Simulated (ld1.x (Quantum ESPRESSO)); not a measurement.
The numbers below are computed, except where a source is named.
**Hardness and transferability of assorted potentials**

Generated with ld1.x 7.5 (TM, RRKJ, ultrasoft, PAW), atompaw 4.2 or ONCVPSP 4.0.1. The cutoff is in Ry: for ld1.x and atompaw files where the sum of valence levels is converged to 10 mRy in a Bessel basis, for ONCV files where the hardest occupied wave has 1 mHa per electron of residual kinetic energy. The error is the largest all-electron minus pseudo excitation energy over each file’s own four to seven test configurations (ionisations up to +4, promotions, holes and added fractions of an electron), all of which were solved. The labels leave out finer settings (local radius, basis sizes, second energies), which also bear on the numbers. Spin-polarised tests are not counted. The rows are a selection from randomly drawn settings: files with unsolved tests, undetermined cutoffs or missed reference levels are left out.

A true bound ghost makes a file unfit for plane-wave use even where its test errors are small: the radial tests pick states by their node count and pass the ghost by.

```csv
element,potential,cutoff (Ry),largest error (meV),bound ghosts
C,"TM, PBE, non-relativistic, rc 0.90/2.35/2.00 (spd), local p, core correction no, reference 2s1.5 2p2.5",35,+1213,none
N,"PAW, PW91, scalar-relativistic, rc 1.00/1.55/1.80 (spd), local d, core correction yes, reference 2s1.5 2p3.5",30,-46,none
K,"TM, PBE, fully relativistic, rc 4.20/4.10/4.45/4.00 (spdf), local smoothed, core correction yes, reference 4s1 4p0",6,-4.7,none
Ag,"RRKJ, LDA (PZ), scalar-relativistic, rc 1.90/3.50/1.15/3.80 (spdf), local s, core correction yes, reference 4d10 5s0.5 5p0",110,-724,none
Er,"PAW, BP86, scalar-relativistic, rc 2.20/3.00/2.30 (spd), local smoothed, core correction yes, reference 5s2 5p6 5d1 6s0.5 6p0",18,-16,none
Bi,"TM, PBEsol, scalar-relativistic, rc 1.75/1.75/1.35 (spd), local s, core correction yes, reference 5d10 6s2 6p1",80,-42,p
```

**Question.** Fill in the row for C: PAW, LDA (PZ), scalar-relativistic, rc 0.95/1.95/1.85 (spd), local smoothed, core correction yes, reference 2s1.75 2p2.25.

**Answer.** cutoff 35 Ry, largest error -2.4 meV, bound ghosts: none.
